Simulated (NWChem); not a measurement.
A series in which one site is exchanged, each optimised at PBE0/def2-SVP with NWChem, gas phase unless a solvent is named. This build's default masses of Se (78.918 u) and Br (79.917 u) are each other's, which moves their modes by up to 0.6 %. def2 effective core potentials on Cs; no spin-orbit coupling.

A: BrBr (Br2; site = Br)
B: Br (HBr; site = H)
C: ClBr (BrCl; site = Cl)
D: [Cs][Br] (CsBr; site = Cs)

Values for A:

| Property | Value |
|---|---|
| dipole (D), PBE0/def2-SVP | 0.00 |
| vertical ionisation energy, ΔSCF, B3LYP/def2-SVP (eV) | 10.55 |
| static polarisability, B3LYP/def2-SVPD (bohr³) | 45.2 |
| lowest singlet excitation, B3LYP/def2-SVPD, TDA (eV) | 2.70 |

Task: How do these values change for the other members?

Result: 
| change from A | B | C | D |
|---|---|---|---|
| dipole (D), PBE0/def2-SVP | +1.08 | +0.55 | +10.81 |
| vertical ionisation energy, ΔSCF, B3LYP/def2-SVP (eV) | +1.18 | +0.41 | -2.57 |
| static polarisability, B3LYP/def2-SVPD (bohr³) | -20.8 | -7.4 | +16.4 |
| lowest singlet excitation, B3LYP/def2-SVPD, TDA (eV) | +3.84 | +0.25 | +0.55 |
